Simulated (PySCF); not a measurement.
Spin states and ions at one geometry of Pb(CH3)H

PySCF 2.14.0, RKS BP86, Pb def2-SVP with ECP60, C def2-SVP, H def2-SVP; non-relativistic Hamiltonian with scalar-relativistic core potentials where named; density fitting; no spin-orbit coupling; singlets restricted, open shells unrestricted. The geometry is relaxed for charge 0, singlet, vacuum:

```xyz
6

Pb   -0.1111    0.0000   -0.4130
C     1.8424    0.0000    0.8625
H     2.7477    0.0000    0.2241
H     1.8454    0.8960    1.5191
H     1.8454   -0.8960    1.5191
H    -1.1739    0.0000    1.1439
```

Energies count from the relaxed state; an electron taken off or put on is at rest in vacuum. Charges and spins are Mulliken's.

```tsv
state	energy (eV)	spin squared	charge on Pb1 (e)	spin on Pb1 (e)	dipole about the centre of mass (D)
charge 0, singlet, vacuum	0.00	0.00	0.34	0.00	1.05
charge 0, triplet, vacuum	1.83	2.00	0.09	1.50	1.12
charge -1, doublet, vacuum	-0.74	0.75	-0.46	1.07	1.48
```

Task: What does the state charge +1, doublet, vacuum give?

Result: energy (eV) 8.43, spin squared 0.75, charge on Pb1 (e) 0.86, spin on Pb1 (e) 0.45, dipole about the centre of mass (D) 1.70.

With an electron taken off (doublet) the charges change, summed by element, by Pb +0.51 e, C +0.04 e, H +0.45 e. The vertical ionisation energy is 8.43 eV, against −ε(HOMO) = 5.40 eV of the relaxed state. The level lies 3.0 eV too high, as is usual for semilocal functionals and global hybrids, which keep a self-interaction error.

With an electron put on (doublet) the charges change, summed by element, by Pb -0.80 e, C +0.07 e, H -0.27 e. The vertical electron affinity is 0.74 eV, against −ε(LUMO) = 3.39 eV of the relaxed state. The basis has no diffuse functions, which an added electron needs. The added electron's level lies above zero.

Open shells may have lower solutions than those found.
